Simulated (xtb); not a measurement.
CH3FO2Si, SMILES O=CO[SiH2]F. All values are semi-empirical tight-binding results from xtb (GFN2-xTB unless named), good for trends rather than for accurate numbers. Geometry: GFN2-xTB. The structure was generated by enumeration, and PubChem lists no compound with its InChIKey, so it may never have been made. The values are those of a single conformer.

```
Quantity                                       Result
--------------------------------------  -------------
point group as xtb finds it                        Cs
orbital gap                                   4.84 eV
dipole moment                                  0.29 D
zero-point energy                       26.4 kcal/mol
G − E(el) at 298.15 K (modified RRHO)    7.3 kcal/mol
static polarisability (D4 model)           51.9 bohr³
solvation energy, GFN2-xTB/ALPB(water)   0.1 kcal/mol
solvation energy, GFN2-xTB/ALPB(dmf)    -3.5 kcal/mol
```
